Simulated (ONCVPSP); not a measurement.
**Before and after: ONCV potential for Zn**

ONCVPSP 4.0.1 input, shortened (lines: element, Z, core and valence counts, functional; n l f; lmax; l rc ep ncon nbas qcut; lloc lpopt rc5 dvloc0; l nproj debl; icmod fcfact rcfact), PBE, scalar-relativistic:

```
  Zn 30.00    5    2        4      upf
    1    0    2.00
    2    0    2.00
    2    1    6.00
    3    0    2.00
    3    1    6.00
    3    2   10.00
    4    0    2.00
    2
    0    1.80    0.00    4    7    3.00
    1    1.75    0.18    3    8    3.70
    2    0.80    0.00    3    7   23.30
    4    3    0.55    0.00
    0    2    1.70
    1    1    2.50
    2    2    2.50
    0    0.00    0.00
```

All-electron outer shells of the reference configuration (PBE, scalar-relativistic, ld1.x):

```tsv
shell	level (eV)	outermost node (bohr)	outermost maximum (bohr)
3p	-83.40	0.25	0.59
3d	-10.14	–	0.57
4s	-5.98	0.85	2.09
```

Change: core [Ne], valence charge 20; reference 3s2 3p6 3d10 4s1.5; waves now 3s+4s: rc 1.35 bohr, ncon 4, nbas 7, qcut 11.5 1/bohr, 2 projectors; 3p: rc 0.80 bohr, ncon 4, nbas 8, qcut 18.7 1/bohr, 2 projectors, debl 0.4 Ha; 3d: rc 0.90 bohr, ncon 4, nbas 7, qcut 15.5 1/bohr, 2 projectors, debl 2.4 Ha; local potential polynomial inside 0.60 bohr (lpopt 3, dvloc0 2 Ha). In the p channel the program set the typed energies aside and used -3.235, 0.250 Ha.

Cutoffs: the cutoffs (Ha) at which the residual kinetic energy of the hardest occupied pseudo-wave falls to 1 and 0.1 mHa per electron; they do not see the model core or the augmentation charge, which bear on the density cutoff. Errors are all-electron minus pseudo energies relative to the spin-unpolarised reference configuration.

What does the change do?

The potential gets softer (168 Ha and 193 Ha → 106 Ha and 125 Ha); the bound ghost in p, s disappears. Several settings change at once here, so the effects cannot be laid on one of them.

| quantity | base | changed |
| --- | --- | --- |
| cutoff, loose | 168 Ha | 106 Ha |
| cutoff, tight | 193 Ha | 125 Ha |
| bound ghosts | s, p | none |
| GHOST(+) flags under 300 eV | none | none |
| largest error over its own tests, meV | +148 | +0.5 |

 A true bound ghost makes a file unfit for plane-wave use even where its test errors are small: the radial tests pick states by their node count and pass the ghost by.
